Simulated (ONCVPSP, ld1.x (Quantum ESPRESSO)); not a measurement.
**Potentials for Cd compared**

Generated with ld1.x 7.5 (TM, RRKJ, ultrasoft, PAW), atompaw 4.2 or ONCVPSP 4.0.1. The cutoff is in Ry: for ld1.x and atompaw files where the sum of valence levels is converged to 10 mRy in a Bessel basis, for ONCV files where the hardest occupied wave has 1 mHa per electron of residual kinetic energy. The error is the largest all-electron minus pseudo excitation energy over each file’s own four to seven test configurations (ionisations up to +4, promotions, holes and added fractions of an electron), all of which were solved. The labels leave out finer settings (local radius, basis sizes, second energies), which also bear on the numbers. Spin-polarised tests are not counted. The rows are a selection from randomly drawn settings: files with unsolved tests, undetermined cutoffs or missed reference levels are left out.

A true bound ghost makes a file unfit for plane-wave use even where its test errors are small: the radial tests pick states by their node count and pass the ghost by.

| potential | cutoff (Ry) | largest error (meV) | bound ghosts |
| --- | --- | --- | --- |
| ONCV, LDA (Perdew-Zunger), scalar-relativistic, rc 1.35/1.55/1.85 (spd), local smoothed, core correction yes, reference 4s2 4p6 4d10 5s1.5 5p0.5, qcut 8.5/9.2/8.4, projectors 2/3/1 | 59 | -3.5 | none |
| ONCV, PBEsol, scalar-relativistic, rc 2.50/2.25/1.65 (spd), local d, core correction no, reference 4d10 5s2, qcut 2.1/4.4/9.2, projectors 2/3/0 | 62 | -107 | s, p |
| ONCV, LDA (Perdew-Wang 92), scalar-relativistic, rc 1.20/1.15/1.65 (spd), local smoothed, core correction yes, reference 4s2 4p6 4d10 5s2, qcut 9.5/12.6/7.8, projectors 2/2/3 | 106 | -7.1 | none |
| ONCV, PBE, scalar-relativistic, rc 2.10/1.20/1.20 (spd), local d, core correction yes, reference 4p6 4d10 5s2, qcut 2.4/12.9/11, projectors 2/2/0 | 102 | -100 | s |
| TM, LDA (PZ), scalar-relativistic, rc 1.80/1.75/1.10 (spd), local smoothed, core correction no, reference 4d9 5s0 5p0 | 90 | +179 | s, p |

(1) Fill in the row for Cd: ultrasoft, LDA (PZ), scalar-relativistic, rc 2.20/2.68/1.15 (spd), local smoothed, core correction yes, reference 4d10 5s1 5p0.

(2) Fill in the row for Cd: ONCV, BLYP, scalar-relativistic, rc 1.45/1.15/1.25 (spd), local smoothed, core correction no, reference 4s2 4p6 4d10, qcut 8.1/14.8/8.6, projectors 2/2/3.

## Answers

(1) cutoff 90 Ry, largest error -549 meV, bound ghosts: s, p.

(2) cutoff 133 Ry, largest error -179 meV, bound ghosts: none.
